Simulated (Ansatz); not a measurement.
## The dipole moment down a group: B to In

One atom is swapped for its congeners: B(SH)3; Al(SH)3; Ga(SH)3; In(SH)3. All are singlets with charge 0.

Shapes, held fixed at every level: PBE0-D4/def2-TZVP. Programs: Ansatz 0.2.0. Values in D.

```
               level  B(SH)3  Al(SH)3  Ga(SH)3  In(SH)3
   PBE-D4/def2-TZVPP    1.53     1.44     1.41     0.02
r2SCAN-D4/def2-TZVPP    1.62     1.53     1.50     0.02
 B3LYP-D4/def2-TZVPP    1.56     1.46     1.43     0.02
  wB97M-V/def2-TZVPP    1.57     1.47     1.45     0.02
```

At wB97M-V/def2-TZVPP the dipole moment falls at every step, from 1.57 to 0.02 D. Every level shows the same order. For atoms past krypton def2 sets carry core potentials with scalar relativity. Relativity is left out for Ga unless named. Magnitudes only: a dipole under 1 D may point either way.
